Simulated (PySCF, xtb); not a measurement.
C2H7FSi2, SMILES F[SiH2]/C=C/[SiH3].

GFN2-xTB run with xtb at its own geometry gives an orbital gap of 3.51 eV and a dipole moment of 1.98 D.

Geometry: B3LYP-D3(BJ)/def2-SVP. The structure was generated by enumeration; whether it is a known compound was not checked. The values are those of a single conformer.

Question: What does PBE/def2-TZVP (PySCF) give? (Estimate from the structure and the level; the computed values follow.)

Answer: gap 4.87 eV (levels -7.26 and -2.39 eV), dipole 1.48 D.
